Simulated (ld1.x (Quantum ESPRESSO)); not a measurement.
Which change was made? (Pd, RRKJ)

```
Element                 : Pd (Z = 46)
Generator               : ld1.x (Quantum ESPRESSO) 7.5
Type                    : norm-conserving RRKJ (Kleinman–Bylander form)
Functional              : revPBE
Relativity              : fully relativistic
Frozen core             : [Kr]
Valence charge          : 10
Reference configuration : 4d10 5s0 5p0
Partial waves           : 5p (bound, empty): rc 3.95 bohr; 4d (bound): rc 1.90 bohr; 5s (bound, empty): rc 2.00 bohr
Local potential         : the s channel
Core correction         : a·sin(br)/r model core, default radius (core density twice the valence density)
```

Open shells are filled in proportion to 2j + 1 (rel_dist='average').

Cutoffs, loose and tight: the cutoffs (Ry, on a coarse ladder) from which the occupation-weighted sum of valence levels, in a spherical-Bessel basis at the reference potential, stays within 10 and 1 mRy of its value at 400 Ry. They do not see the model core or the augmentation charge, which bear on the density cutoff. Test errors are all-electron minus pseudo excitation energies from the reference, over the configurations 4d9 5s0 5p0; 4d8 5s0 5p0; 4d7 5s0 5p0; 4d8 5s1 5p0; 4d9 5s0 5p1; 4d9.5 5s0 5p0; 4d6 5s0 5p0; variants that change the core or the reference have their own tests. The largest error is taken over the tests solved by every variant that gives reliable tests at all, those not shown here included: 4d6 5s0 5p0; 4d7 5s0 5p0; 4d8 5s0 5p0; 4d9 5s0 5p0; 4d9 5s0 5p1; 4d9.5 5s0 5p0.

The base gives: outcome: generated; cutoff, loose: 45 Ry; cutoff, tight: 50 Ry; bound ghosts: none; largest test error (meV): -2541.

(1) After one change the result is: outcome: generated; cutoff, loose: 35 Ry; cutoff, tight: 50 Ry; bound ghosts: none; largest test error (meV): -1941. Which change was it?
A. reference 4d9 5s1 5p0
B. all radii but the core radius scaled by about 1.16 (s 2.32, p 4.56, d 2.20 bohr)
C. all radii but the core radius scaled by about 0.82 (s 1.64, p 3.24, d 1.56 bohr)

## Answers

(1) B. The others give: reference 4d9 5s1 5p0 → outcome: generated; cutoff, loose: 45 Ry; cutoff, tight: 50 Ry; bound ghosts: none; largest test error (meV): -1718 | all radii but the core radius scaled by about 0.82 (s 1.64, p 3.24, d 1.56 bohr) → outcome: generated; cutoff, loose: 55 Ry; cutoff, tight: 70 Ry; bound ghosts: none; largest test error (meV): -2408.
